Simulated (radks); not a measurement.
Task: The mean radii <r> (bohr) of the occupied orbitals of an atom or ion are listed with their occupations. Calculated with a radial shooting solver on a logarithmic mesh with Libxc functionals: Dirac Kohn-Sham, BLYP, spin-unpolarised, spherical densities, point nucleus.

| orbital | occ. | <r> |
|---|---|---|
| 1s1/2 | 2 | 0.08571 |
| 2s1/2 | 2 | 0.4122 |
| 2p1/2 | 2 | 0.3723 |
| 2p3/2 | 4 | 0.3747 |
| 3s1/2 | 2 | 1.219 |
| 3p1/2 | 1 | 1.280 |

Name the element and its charge. Open shells, if any, fill j = l - 1/2 first.

Result: Z = 18, argon, charge +5: Ar5+ in [Ne] 3s2 3p1. The 1s radius gives Z: for a bare nucleus <r> = (2 gamma + 1)/(2Z) with gamma = sqrt(1 - (Z/c)^2), 0.08285 bohr for Z = 18, and screening makes it slightly larger (0.08571 here). The occupations add up to 13, and the charge is Z minus that.
